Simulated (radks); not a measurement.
Values are calculated unless marked as measured or tabulated.
Species: the rhodium ion Rh2+. Configuration: [Kr] 4d7 (the NIST ground configuration). Level of theory: Dirac Kohn-Sham, Slater X-alpha with alpha = 0.821, spin-unpolarised, spherical densities, finite nucleus; open shells fill j = l - 1/2 first; Fermi nuclear charge, rms radius 4.4945 fm (a radial shooting solver on a logarithmic mesh with Libxc functionals).

Unscreened Slater integrals over Kohn-Sham orbitals (eV). Large and small components are both included.

F0(4d5/2,4d5/2): 17.432
F2(4d5/2,4d5/2): 8.6777
F4(4d5/2,4d5/2): 5.6612
F0(4d5/2,4d3/2): 17.526
F2(4d5/2,4d3/2): 8.7237
G2(4d5/2,4d3/2): 8.7198
G4(4d5/2,4d3/2): 5.6896
F0(4d5/2,4p3/2): 19.610
F2(4d5/2,4p3/2): 9.6198
G1(4d5/2,4p3/2): 12.078
G3(4d5/2,4p3/2): 7.3659
F0(4d5/2,4p1/2): 19.808
G3(4d5/2,4p1/2): 7.2918
F0(4d3/2,4d3/2): 17.621
F2(4d3/2,4d3/2): 8.7718
F0(4d3/2,4p3/2): 19.743
F2(4d3/2,4p3/2): 9.7180
G1(4d3/2,4p3/2): 12.232
G3(4d3/2,4p3/2): 7.4626
F0(4d3/2,4p1/2): 19.946
G1(4d3/2,4p1/2): 12.138
F0(4p3/2,4p3/2): 22.803
F2(4p3/2,4p3/2): 11.945
F0(4p3/2,4p1/2): 23.121
G2(4p3/2,4p1/2): 12.080
F0(4p1/2,4p1/2): 23.456
